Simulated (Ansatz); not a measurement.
`CCC(F)(F)F` + `O=CO` → `O=COC(F)(F)F` + `CC` at 500 K and 1 bar (substitution at a C–C bond).

Gas-phase electronic energies from Ansatz, PBE0-D4/def2-TZVP geometries. CCSD(T)/CBS adds triple-zeta CCSD(T) − MP2 to the extrapolated MP2 energy (def2 sets, frozen cores). This one scheme is used for every species. One conformer a species, not always the lowest.

```tsv
species	CCSD(T)/CBS energy (Eh)	H − E (kJ/mol)	S (J/(mol·K))
`CCC(F)(F)F`	-416.56297	256.0	386.3
`O=CO`	-189.60296	110.7	274.8
`O=COC(F)(F)F`	-526.42431	142.8	385.0
`CC`	-79.71954	220.5	259.9
```

H − E and S are ideal-gas, rigid-rotor, harmonic terms from PBE0-D4/def2-TZVP, for one conformer and one mirror image of each species. 1 Eh = 2625.50 kJ/mol, R = 8.31446 J/(mol·K).

By hand: ΔE, ΔH, ΔS and ΔG.

ΔE = (-526.42431) + (-79.71954) − (-416.56297) − (-189.60296) = 0.02208 Eh = 58.0 kJ/mol. Δ(H − E) = 142.8 + 220.5 − 256.0 − 110.7 = -3.4, so ΔH = 54.6 kJ/mol. ΔS = 385.0 + 259.9 − 386.3 − 274.8 = -16.2 J/(mol·K). ΔG = 54.6 − 500 × (-16.2)/1000 = 62.7 kJ/mol.

By hand: the equilibrium constant, and the temperature at which ΔG would vanish if ΔH and ΔS stayed fixed.

log₁₀ K = −ΔG/(RT ln 10) = -6.6. ΔH and −TΔS have one sign here, so there is no such temperature.

ΔH outweighs TΔS. A doubt of 5 kJ/mol in ΔE shifts log₁₀ K by 0.5 here. Other conformers and mirror images would add mixing entropy, several J/(mol·K) or more a flexible species. These are equilibria of isolated gas molecules and say nothing of rates. Largest T1 diagnostic: 0.016 (customary marks: 0.02 for closed shells, 0.045 for open ones).
